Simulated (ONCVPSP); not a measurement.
Which change was made? (C, ONCV)

```json
{"Element": "C", "Generator": "ONCVPSP 4.0.1", "Type": "optimised norm-conserving Vanderbilt (ONCV)", "Functional": "PBEsol", "Relativity": "scalar-relativistic", "Frozen core": "[He]", "Valence charge": "4", "Reference configuration": "2s1 2p3", "Partial waves": "2s: rc 1.25 bohr, ncon 4, nbas 7, qcut 5.6 1/bohr, 1 projector; 2p: rc 1.80 bohr, ncon 4, nbas 7, qcut 8.8 1/bohr, 2 projectors, debl 1.5 Ha", "Local potential": "polynomial inside 0.80 bohr (lpopt 5, dvloc0 0 Ha)", "Core correction": "none"}
```

Cutoffs, loose and tight: the cutoffs (Ha) at which the residual kinetic energy of the hardest occupied pseudo-wave falls to 1 and 0.1 mHa per electron. They do not see the model core or the augmentation charge, which bear on the density cutoff. Test errors are all-electron minus pseudo excitation energies from the reference, over the configurations 2s2 2p2; 2s2 2p1; 2s2 2p0; 2s1 2p2; variants that change the core or the reference have their own tests.

The base gives: outcome: generated; cutoff, loose: 20 Ha; cutoff, tight: 66 Ha; bound ghosts: none; GHOST(+) flags above zero: none; largest test error (meV): +253.

Task: After one change the result is: outcome: generated; cutoff, loose: 15 Ha; cutoff, tight: 18 Ha; bound ghosts: none; GHOST(+) flags above zero: none; largest test error (meV): +563. Which change was it?
A. all radii scaled by about 1.16 (s 1.46, p 2.08 bohr); local potential polynomial inside 0.92 bohr (lpopt 5, dvloc0 0 Ha)
B. all radii scaled by about 1.30 (s 1.62, p 2.34 bohr); local potential polynomial inside 1.04 bohr (lpopt 5, dvloc0 0 Ha)
C. all radii scaled by about 0.88 (s 1.10, p 1.58 bohr); local potential polynomial inside 0.70 bohr (lpopt 5, dvloc0 0 Ha)

Result: B. The others give: all radii scaled by about 0.88 (s 1.10, p 1.58 bohr); local potential polynomial inside 0.70 bohr (lpopt 5, dvloc0 0 Ha) → outcome: generated; cutoff, loose: 29 Ha; cutoff, tight: 85 Ha; bound ghosts: none; GHOST(+) flags above zero: none; largest test error (meV): +186 | all radii scaled by about 1.16 (s 1.46, p 2.08 bohr); local potential polynomial inside 0.92 bohr (lpopt 5, dvloc0 0 Ha) → outcome: generated; cutoff, loose: 17 Ha; cutoff, tight: 34 Ha; bound ghosts: none; GHOST(+) flags above zero: none; largest test error (meV): +386.
